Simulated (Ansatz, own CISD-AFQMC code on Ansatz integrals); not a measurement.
CH4B2, SMILES `BB=C` (charge 0, multiplicity 1).

Cartesian coordinates (Å):
SMILES: BB=C
```xyz
7

B      1.4908     0.1037    -0.1642
B     -0.0971    -0.0066     0.0108
C     -1.4780    -0.1027     0.1628
H      1.9723     0.8557    -0.9542
H      2.2300    -0.5637     0.4914
H     -2.1743     0.4934    -0.4179
H     -1.9437    -0.7797     0.8713
```
Charge 0, multiplicity 1.

Frozen-core energies in cc-pVDZ from Ansatz (a program for electronic structure) at a geometry from B3LYP-D3(BJ)/def2-TZVP; the HF reference has <S^2> = 0.00 (restricted, and unstable towards unrestricted orbitals) and the T1 diagnostic is 0.017.

```json
[
 {"level": "HF", "energy (Ha)": "-89.48463", "difference from CCSDT(Q) (mHa)": "344.35"},
 {"level": "MP2", "energy (Ha)": "-89.77251", "difference from CCSDT(Q) (mHa)": "56.47"},
 {"level": "CCSD", "energy (Ha)": "-89.81502", "difference from CCSDT(Q) (mHa)": "13.96"},
 {"level": "CCSD(T)", "energy (Ha)": "-89.82678", "difference from CCSDT(Q) (mHa)": "2.20"},
 {"level": "CCSDT", "energy (Ha)": "-89.82814", "difference from CCSDT(Q) (mHa)": "0.84"},
 {"level": "phaseless AFQMC, CISD trial (own CISD-AFQMC code on Ansatz integrals; ±0.37 mHa)", "energy (Ha)": "-89.82888", "difference from CCSDT(Q) (mHa)": "0.10"},
 {"level": "CCSDT(Q)", "energy (Ha)": "-89.82898", "difference from CCSDT(Q) (mHa)": "0.00"}
]
```
